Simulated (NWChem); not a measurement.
**Correlation energy of Cl2Si**

```xyz
3

Si     0.0000     0.0000    -0.9417
Cl    -1.6401     0.0000     0.3877
Cl     1.6401     0.0000     0.3877
```
Charge 0, spin multiplicity 1.

All runs are NWChem calculations. All single points use one geometry, from PBE/def2-SVP, a minimum by its harmonic frequencies.

Basis set: cc-pVDZ. Each correlation energy counts from its own Hartree-Fock reference.

The correlated methods keep 15 core orbitals frozen. The structure started from a generated list of species. No row is a measurement; the coupled-cluster row has its own basis-set and correlation limits.

```
method        correlation energy (mHa)
------------  ------------------------
RI-MP2                          -344.3
MP2                                  ?
SCS-MP2                              ?
CR-CCSD[T]                      -386.0
CR-CCSD(T)                      -385.7
CCSD                            -377.8
CCSD+T(CCSD)                         ?
CCSD(T)                              ?
```

Q: Complete the blanks.

A: 
- MP2, correlation energy (mHa): -344.1
- SCS-MP2, correlation energy (mHa): -334.1
- CCSD+T(CCSD), correlation energy (mHa): -388.5
- CCSD(T), correlation energy (mHa): -388.0
